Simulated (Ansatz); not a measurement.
Basis-set extrapolation for CH₄F₃NSi (`CN[Si](F)(F)F`) (PBE0-D4/def2-TZVP geometry, frozen core, Ansatz 0.2.0). Multiplicity 1, RHF reference.

```csv
,def2-TZVPP,def2-QZVPP
HF,-682.340550,-682.369885
MP2 correlation,-1.240613,-1.350044
CCSD(T) correlation,-1.301353,not run
```

Energies in hartree. Use E(X) = E(∞) + A·exp(−7.88·√X) for Hartree–Fock and E(X) = E(∞) + B·X^(−2.97) for correlation, with X = 3 and 4, and add CCSD(T) minus MP2 of the smaller set to the MP2 limit.

Task: What is the CCSD(T) energy at the basis-set limit?

Result: HF limit: -682.369885 + (-0.029335) × 0.13774 = -682.37393. MP2 limit: -1.350044 + (-0.109431) × 0.74074 = -1.43110. Higher-order term: -1.301353 − (-1.240613) = -0.06074. Total: -683.86577 hartree, 140.5 kcal/mol below CCSD(T)/def2-TZVPP.
